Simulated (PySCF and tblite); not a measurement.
The numbers below are computed, except where a source is named.
Stationary points of C8H10O at GFN2-xTB, in Å:

Structure A

```
 1 C    -2.948   -0.182    0.313
 2 O    -1.933   -0.431   -0.621
 3 C    -0.623   -0.129   -0.175
 4 C     0.051    0.858   -1.082
 5 C     1.211    1.438   -0.753
 6 C     2.020    1.074    0.375
 7 C     2.148   -0.184    0.853
 8 C     1.493   -1.335    0.299
 9 C     0.273   -1.330   -0.252
10 H    -2.990    0.878    0.592
11 H    -2.819   -0.783    1.222
12 H    -3.883   -0.462   -0.171
13 H    -0.636    0.260    0.855
14 H    -0.462    1.081   -2.005
15 H     1.604    2.224   -1.385
16 H     2.669    1.845    0.770
17 H     2.895   -0.375    1.613
18 H     2.059   -2.257    0.315
19 H    -0.130   -2.191   -0.764
```

Structure B

```
 1 C    -2.915    0.050    0.148
 2 O    -1.905   -0.814   -0.300
 3 C    -0.605   -0.368    0.012
 4 C    -0.126    0.760   -0.856
 5 C     0.997    1.430   -0.576
 6 C     1.941    1.055    0.437
 7 C     2.240   -0.222    0.767
 8 C     1.648   -1.379    0.160
 9 C     0.385   -1.453   -0.275
10 H    -2.835    1.045   -0.305
11 H    -2.884    0.161    1.240
12 H    -3.861   -0.404   -0.142
13 H    -0.544   -0.072    1.076
14 H    -0.732    0.999   -1.718
15 H     1.252    2.304   -1.163
16 H     2.548    1.851    0.850
17 H     3.075   -0.401    1.433
18 H     2.300   -2.234    0.031
19 H     0.011   -2.298   -0.830
```

The path came from a restrained scan, a climbing-image band and a saddle search at GFN2-xTB; energies are PBE0/pcSseg-1 + D3(BJ)//GFN2-xTB, thermal terms GFN2-xTB.

Task: Which structure is a saddle point, and along which motion?

Result: A: one imaginary mode (85i cm⁻¹ at GFN2-xTB, mostly on C1, O2, H11), along the rotation about the C3–O2 bond (torsion C4–C3–O2–C1 from -76° to -170°, falling).

Task: Give their symmetry and energies above the lowest.

Result: A Cs, 1.6 kcal/mol; B C1, 0.0 kcal/mol.

The barrier is low, and the GFN2-xTB saddle may lie off the DFT one, so take it as rough.
